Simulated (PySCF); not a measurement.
# How methods differ on the ionisation energy of F⁺

F⁺ [He] 2s2 2p4 (3P) → F²⁺ [He] 2s2 2p3 (4S), as a difference of total energies. Calculation: PySCF 2.14, in x2c-QZVPPall (7s4p3d2f1g, 57 functions); scalar relativity by spin-free X2C-1e. Correlated levels: valence: 1s2 frozen; valence and next inner shell: nothing frozen. The calculations carry no spin-orbit coupling.

```tsv
method	ionisation energy (eV)
UHF	33.387
LDA	35.267
PBE	35.415
PBE0	35.246
r2SCAN	35.112
MN15	35.380
M06	35.215
BHandHLYP	35.186
LC-wPBE	35.555
ROHF	33.337
MP2 (valence)	34.731
SCS-MP2 (valence)	34.862
MP2 (valence and next inner shell)	34.750
SCS-MP2 (valence and next inner shell)	34.870
```

Question: How much does correlation contribute at MP2 (valence and next inner shell)?

Answer: 34.750 − (33.387) = 1.363 eV, measured against UHF.

A first-order spin-orbit estimate (lowest level to lowest level, LS coupling) adds 0.020 eV.

Errors of the correlated levels include the incompleteness of this basis and the frozen core.

For comparison: 34.971 eV (measured; NIST Atomic Spectra Database, ionization energies).
